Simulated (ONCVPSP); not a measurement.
## PBE ONCV dataset for platinum, scalar-relativistic all-electron reference.

The input file (ONCVPSP 4.0.1):

```
# ATOM AND REFERENCE CONFIGURATION
# atsym  z   nc   nv     iexc    psfile
  Pt 78.00   11    3        4      upf
#
#   n    l    f
    1    0    2.00
    2    0    2.00
    2    1    6.00
    3    0    2.00
    3    1    6.00
    3    2   10.00
    4    0    2.00
    4    1    6.00
    4    2   10.00
    5    0    2.00
    5    1    6.00
    4    3   14.00
    5    2    9.00
    6    0    1.00
#
# PSEUDOPOTENTIAL AND OPTIMIZATION
# lmax
    3
#
#   l,   rc,      ep,       ncon, nbas, qcut
    0    2.60    0.00    4    7    2.50
    1    2.00    0.06    4    9    4.20
    2    2.35    0.00    3    8    6.50
    3    0.55    0.00    4    9   29.10
#
# LOCAL POTENTIAL
# lloc, lpopt,  rc(5),   dvloc0
    4    5    0.35    3.00
#
# VANDERBILT-KLEINMAN-BYLANDER PROJECTORs
# l, nproj, debl
    0    2    0.80
    1    2    0.60
    2    2    2.50
    3    2    2.70
#
# MODEL CORE CHARGE
# icmod, fcfact, rcfact
    1    0.55    0.00
#
# LOG DERIVATIVE ANALYSIS
# epsh1, epsh2, depsh
   -4.00    5.00    0.02
#
# OUTPUT GRID
# rlmax, drl
    6.00    0.01
#
# TEST CONFIGURATIONS
# ncnf
    4
# nvcnf
#   n    l    f
    3
    4    3   14.00
    5    2    9.00
    6    0    0.00
#
    3
    4    3   14.00
    5    2    8.00
    6    0    0.00
#
    3
    4    3   14.00
    5    2    7.00
    6    0    0.00
#
    3
    4    3   14.00
    5    2    8.00
    6    0    1.00
#
```

Command:

```bash
oncvpsp.x < Pt.dat > Pt.out
```

Resulting log (shortened: citation, most of the input echo, consistency checks and plot data are left out):

```
[... start of the log left out ...]
         0.00010     0.00272       16.20
         0.00001     0.00027       19.67

Calculating optimized projector #   2

 for l=   0

    Fraction of norm inside rc  0.237388
    Optimizing pswf for qcut=   2.51 a_B^-1,  ecut=   3.14 Ha
    Residual kinetic energy error=  1.01D-02 Ha

    Energy error per electron        Cutoff
         Ha          eV             Ha
         0.01000     0.27211        3.15
         0.00100     0.02721        7.21
         0.00010     0.00272       15.51
         0.00001     0.00027       23.67

   Wellstate for l =  1  n =  6
     eigenvalue =   0.0600
     asymptotic potential =   0.5600
     half-point radius =  5.6039

   Wellstate for l =  1  n =  7
     eigenvalue =   0.6600
     asymptotic potential =   1.1600
     half-point radius =  5.6295

Calculating optimized projector #   1

 for l=   1

    Fraction of norm inside rc  0.079126
    Optimizing pswf for qcut=   4.20 a_B^-1,  ecut=   8.84 Ha

optimize: ERROR ps0norm > uunorm, code will stop
```

The run stopped because the continuity conditions at rc already need more norm inside rc than the all-electron wave has, so norm conservation cannot be met.

The run took about 1 s on one core of a shared server CPU.
